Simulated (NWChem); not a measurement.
System: SbBr₃; SMILES [Br][Sb]([Br])[Br]

No frequency run checked for a minimum. def2 effective core potentials on Sb; no spin-orbit coupling.

Q: Give the equilibrium geometry at PBE0/def2-SVP with def2 effective core potentials on Sb (NWChem) as an XYZ file, with the point group.

A: point group C3v; any orientation.
```
4

Sb     0.0000     0.0000     0.8068
Br     0.8072    -2.0564    -0.4038
Br     1.3773     1.7273    -0.4038
Br    -2.1845     0.3291    -0.4038
```
